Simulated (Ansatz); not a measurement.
Species: MgCl2 (charge +1, doublet). 
Geometry from a B3LYP-D3(BJ)/def2-TZVP (Ansatz, a quantum-chemistry and plane-wave program) optimisation:
```
Mg
Cl 1 2.2467
Cl 1 2.2467 2 180.00
```
Charge +1, spin multiplicity 2.

Basis-set convergence of Hartree-Fock and CCSD correlation energies (hartree) with Ansatz. Valence correlation only, unless marked. UHF or UKS for open shells. No spin-orbit coupling. Non-relativistic.

| basis | functions | E(HF) | E(corr, CCSD) |
|---|---|---|---|
| def2-SVP | 54 | -1118.02422 | -0.28985 |
| def2-TZVPP | 116 | ? | ? |

Task: Complete the blanks.

Result: 
- def2-TZVPP, E(HF): -1118.41048
- def2-TZVPP, E(corr, CCSD): -0.40419
